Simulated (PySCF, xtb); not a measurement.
C₂H₂O₃Si, SMILES O=C1OC(=O)[SiH2]1.

Harmonic wavenumbers (cm⁻¹) from GFN2-xTB (xtb) at its own minimum, in rising order: 114, 312, 348, 354, 379, 536, 542, 561, 589, 624, 729, 736, 871, 1078, 1817, 1871, 2337, 2344.

What does PBE-D3(BJ)/def2-SVP (PySCF) give at its own minimum? (Estimate from the structure and the level; the computed values follow.)

127, 312, 328, 372, 385, 524, 583, 617, 649, 664, 759, 788, 882, 1076, 1840, 1920, 2187, 2212. Paired by order, the mean absolute difference is 40 cm⁻¹ and the zero-point energies are 23.1 and 23.2 kcal/mol.
